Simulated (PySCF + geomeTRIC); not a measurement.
These are B3LYP-D3(BJ)/def2-TZVP (PySCF + geomeTRIC) values and carry that method's errors. fastk is a local helper that only speeds up exchange builds. No frequencies were computed at this level.

```python
import json, numpy as np
from pyscf import gto, dft
from fastk import lowrank_exchange
atoms = """
C      0.440380    -0.920057     0.016460
C      1.053142     0.261626    -0.125210
N     -0.121777     1.023869    -0.249106
C     -0.889396    -0.212241     0.019267
H      0.723829    -1.950626     0.021331
H      2.060411     0.626042    -0.205725
H     -0.268689     1.836067     0.337696
H     -1.417230    -0.209100     0.973011
H     -1.580670    -0.455580    -0.787723
"""
def scf(charge, spin, dm0=None):
    mol = gto.M(atom=atoms, basis='def2-tzvp', ecp={}, charge=charge, spin=spin, verbose=3, max_memory=3780)
    mf = dft.KS(mol, xc='b3lyp').density_fit(auxbasis="def2-universal-jkfit")
    mf.disp = 'd3bj'
    mf.grids.level = 3
    mf.conv_tol = 1e-8
    mf.max_cycle = 60
    mf.kernel(dm0)
    if not mf.converged:
        mf = mf.newton().run(mf.mo_coeff, mf.mo_occ).undo_soscf()
    return mf
mf = scf(0, 0)
from pyscf.geomopt.geometric_solver import kernel as optimize
path = []
done, mol = optimize(mf, maxsteps=80, assert_convergence=False, callback=lambda env: path.append((env["energy"], bool(env["g_scanner"].converged))))
res = dict(converged=bool(done and path[-1][1]), energy=path[-1][0], path=[e for e, c in path], xyz=mol.atom_coords(unit="Angstrom").tolist(), nao=mol.nao)
json.dump(res, open("result.json", "w"))
```

Output:

```
converged SCF energy = -172.07890671191
Geometry optimization cycle 1
converged SCF energy = -172.07890671078
cycle 1: E = -172.078906711  dE = -172.079  norm(grad) = 0.0238005
Geometry optimization cycle 2
converged SCF energy = -172.079454162466
cycle 2: E = -172.079454162  dE = -0.000547452  norm(grad) = 0.0135479
Geometry optimization cycle 3
converged SCF energy = -172.079711578211
cycle 3: E = -172.079711578  dE = -0.000257416  norm(grad) = 0.00821318
Geometry optimization cycle 4
converged SCF energy = -172.079857300219
cycle 4: E = -172.0798573  dE = -0.000145722  norm(grad) = 0.00278196
Geometry optimization cycle 5
converged SCF energy = -172.079892880939
cycle 5: E = -172.079892881  dE = -3.55807e-05  norm(grad) = 0.00209542
Geometry optimization cycle 6
converged SCF energy = -172.07990061016
cycle 6: E = -172.07990061  dE = -7.72922e-06  norm(grad) = 0.000697676
Geometry optimization cycle 7
converged SCF energy = -172.079903286707
cycle 7: E = -172.079903287  dE = -2.67655e-06  norm(grad) = 0.000311721
Geometry optimization cycle 8
converged SCF energy = -172.079903929004
cycle 8: E = -172.079903929  dE = -6.42297e-07  norm(grad) = 0.000156736
Geometry optimization cycle 9
converged SCF energy = -172.079903979147
cycle 9: E = -172.079903979  dE = -5.01432e-08  norm(grad) = 7.46899e-05
<class 'geometric.internal.Distance'> : 9
<class 'geometric.internal.Angle'> : 13
<class 'geometric.internal.OutOfPlane'> : 2
<class 'geometric.internal.Dihedral'> : 20
<class 'geometric.internal.TranslationX'> : 1
<class 'geometric.internal.TranslationY'> : 1
<class 'geometric.internal.TranslationZ'> : 1
<class 'geometric.internal.RotationA'> : 1
<class 'geometric.internal.RotationB'> : 1
<class 'geometric.internal.RotationC'> : 1
Step    0 : Gradient = 7.934e-03/1.929e-02 (rms/max) Energy = -172.0789067108
Step    1 : Displace = 1.452e-02/2.562e-02 (rms/max) Trust = 1.000e-01 (=) Grad = 4.516e-03/7.269e-03 (rms/max) E (change) = -172.0794541625 (-5.475e-04) Quality = 0.828
Step    2 : Displace = 1.470e-02/2.046e-02 (rms/max) Trust = 1.414e-01 (+) Grad = 2.738e-03/4.146e-03 (rms/max) E (change) = -172.0797115782 (-2.574e-04) Quality = 0.747
Step    3 : Displace = 6.778e-03/1.001e-02 (rms/max) Trust = 1.414e-01 (=) Grad = 9.273e-04/1.505e-03 (rms/max) E (change) = -172.0798573002 (-1.457e-04) Quality = 1.276
Step    4 : Displace = 9.449e-03/1.940e-02 (rms/max) Trust = 2.000e-01 (+) Grad = 6.985e-04/1.100e-03 (rms/max) E (change) = -172.0798928809 (-3.558e-05) Quality = 0.863
Step    5 : Displace = 1.767e-03/2.871e-03 (rms/max) Trust = 2.828e-01 (+) Grad = 2.326e-04/3.644e-04 (rms/max) E (change) = -172.0799006102 (-7.729e-06) Quality = 1.144
Step    6 : Displace = 1.935e-03/3.248e-03 (rms/max) Trust = 3.000e-01 (+) Grad = 1.039e-04/1.887e-04 (rms/max) E (change) = -172.0799032867 (-2.677e-06) Quality = 1.323
Step    7 : Displace = 1.594e-03/2.691e-03 (rms/max) Trust = 3.000e-01 (=) Grad = 5.225e-05/8.111e-05 (rms/max) E (change) = -172.0799039290 (-6.423e-07) Quality = 1.041
Step    8 : Displace = 2.710e-04/4.376e-04 (rms/max) Trust = 3.000e-01 (=) Grad = 2.490e-05/3.959e-05 (rms/max) E (change) = -172.0799039791 (-5.014e-08) Quality = 1.141
Converged! =D
```

Cost: very roughly 90 core-seconds.
